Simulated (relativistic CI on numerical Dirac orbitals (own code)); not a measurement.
**One change at a time: Pt6+**

Base calculation: Dirac-Coulomb-Breit CI, KLI orbitals optimised for each configuration, a model potential for QED, unscaled Slater integrals.

Configuration list (outside the closed core [Kr] 4d10 4f14): 5s2.5p6.5d4, 5s2.5p6.5d3.6s, 5s2.5p6.5d3.5f, 5s2.5p6.5d3.6p, 5s2.5p5.5d5, 5s2.5p6.5d3.5g, 5s2.5p6.5d3.6d, 5s2.5p6.5d3.7s, 5s2.5p6.5d2.6s.6p, 5s2.5p6.5d3.7p, 5s2.5p6.5d3.6f, 5s2.5p6.5d3.7d, 5s2.5p5.5d4.5f, 5s2.5p6.5d3.8s, 5s2.5p6.5d2.5f.6s, 5s.5p6.5d5, 5s2.5p6.5d3.8p, 5s2.5p6.5d3.7f, 5s2.5p5.5d4.5g, 5s2.5p5.5d4.6s, 5s.5p6.5d4.5f, 5s2.5p6.5d2.6s2, 5s2.5p6.5d.5f.6s2, 5s2.5p6.5d.6s2.6p, 5s2.5p6.5d.5g.6s2, 5s2.5p6.5d.6s2.6d, 5s2.5p6.5d2.5f2, 5s2.5p6.5d.5f2.6s, 5s2.5p6.5d.5f3, 5s2.5p6.5d.5f2.6p, 5s2.5p6.5d.5f2.5g, 5s2.5p6.5d.5f2.6d, 5p6.5d6, 5p5.5d7. Double excitations out of closed p, d and f shells are left out; levels of such configurations are missing from the list, as are those of other unlisted configurations, and high levels can miss mixing partners. These lack a partner that the ground configuration has and come out too high: 5s2.5p6.5d3.7s, 5s2.5p6.5d3.7p, 5s2.5p6.5d3.6f, 5s2.5p6.5d3.7d, 5s2.5p5.5d4.5f.

Variants: (1) one mean potential for all configurations; (2) only the first configuration. Shifts of the energy above 5s2.5p6.5d4 5D_0, in cm⁻¹, for the lowest level and the first level of each name with at least 55 % of one term (blank where a level changes its place among those of its configuration and J or its character, or is not in the variant):

```csv
Level,Base,Δ(1),Δ(2)
5s2.5p6.5d4 5D_0,0.0,0.0,0.0
5s2.5p6.5d4 5D_1,6299.1,-85.7,-162.6
5s2.5p6.5d4 5D_2,11691.9,-134.3,-191.3
5s2.5p6.5d4 5D_3,15823.3,-154.5,-121.0
5s2.5p6.5d4 5D_4,18397.6,-139.5,+22.9
5s2.5p6.5d4 3H_4,28247.7,-148.0,+229.5
5s2.5p6.5d4 3G_3,33494.4,-139.2,+566.2
5s2.5p6.5d4 3F_2,34834.1,-134.2,+726.3
5s2.5p6.5d4 3H_5,35225.9,-181.8,+321.0
5s2.5p6.5d4 3P_1,35998.5,-185.1,+641.9
5s2.5p6.5d4 3H_6,38340.4,-196.5,+254.8
5s2.5p6.5d4 3G_4,41831.9,-204.0,+583.0
5s2.5p6.5d4 3G_5,52089.3,-284.6,+627.2
5s2.5p6.5d4 3D_1,54492.5,-244.7,+1075.9
```

At this charge configurations can still be misplaced by up to about 7 % of their energy. Terms inside the open d or f shell come out 10 to 20 % too wide with unscaled integrals. Levels and lines within the n = 5 or 6 shells can be off by up to 10 % or somewhat more, and those that change n by about 2 %, since core polarisation is missing.

Ionisation energy from the two ground configurations alone: base 91.49 eV. The NIST ASD value (theoretical) is 91 eV.

LS names give the leading component of a level, which can be under half, so a name can repeat, a term be missing and a line seem to break the LS rules.
